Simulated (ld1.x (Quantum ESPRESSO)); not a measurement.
# titanium (Ti): excitation energies, all-electron against ultrasoft

```json
{
 "Element": "titanium",
 "Generator": "ld1.x (Quantum ESPRESSO) 7.5",
 "Type": "ultrasoft",
 "Functional": "BP86",
 "Relativity": "scalar-relativistic",
 "Frozen core": "[Ne]",
 "Valence charge": "12",
 "Reference configuration": "3s2 3p6 3d2 4s0.5 4p0 (charge +1.5)",
 "Partial waves": "3s (bound): rcut 1.40, rcutus 1.50 bohr; 4s (bound): rcut 1.40, rcutus 1.50 bohr; 3p (bound): rcut 1.65, rcutus 1.85 bohr; 4p (bound, empty): rcut 1.65, rcutus 1.85 bohr; 3d (bound): rcut 2.00, rcutus 2.65 bohr; 3d channel at -0.65 Ry: rcut 2.00, rcutus 2.65 bohr",
 "Local potential": "all-electron potential smoothed inside 2.55 bohr (lloc = -2)",
 "Core correction": "Bessel-smoothed model core inside 0.85 bohr",
 "Augmentation charge": "built from norm-conserving waves at rcut, not smoothed further"
}
```

Energies are relative to the spin-unpolarised reference configuration 3s2 3p6 3d2 4s0.5 4p0; without spin polarisation the order of configurations can differ from experiment. Not all tests gave a result: test run stopped at test 7 of 7 (negative rho), 2 before it not solved. Left out of the table: 3s2 3p6 3d2 4s0 4p2 (solver errors, printed error -12.9 eV); 3s2 3p6 3d1 4s0 4p0 (solver errors, printed error -8.0 eV).

```json
{"valence configuration": "3s2 3p6 3d2 4s2 4p0", "charge": "0", "ΔE all-electron (eV)": "-13.580", "error AE − PS (meV)": "-1623"}
{"valence configuration": "3s2 3p6 3d2 4s1 4p0", "charge": "+1", "ΔE all-electron (eV)": "-6.061", "error AE − PS (meV)": "-731"}
{"valence configuration": "3s2 3p6 3d2 4s0 4p0", "charge": "+2", "ΔE all-electron (eV)": "7.602", "error AE − PS (meV)": "+986"}
```

(1) What are ΔE and the potential's error for 3s1 3p6 3d2 4s2 4p0?

A Bessel basis up to 400 Ry misses an occupied level by 0.98 Ry, so cutoffs and ghosts were not judged. The potential misses its own reference levels by up to 1.7 eV, so it is not fit for use.

## Answers

(1) ΔE = 56.154 eV all-electron; the error (AE − PS) is -3932 meV.

These tests converged, but a pseudo level misses the all-electron one widely, so the file describes the atom poorly there or has found another state: 3s2 3p6 3d2 4s2 4p0: 3d by 1.5 eV (a node warning on the way); 3s2 3p6 3d2 4s0 4p0: empty 4s by 2.3 eV; 3s1 3p6 3d2 4s2 4p0: 3d by 2.1 eV (a node warning on the way).
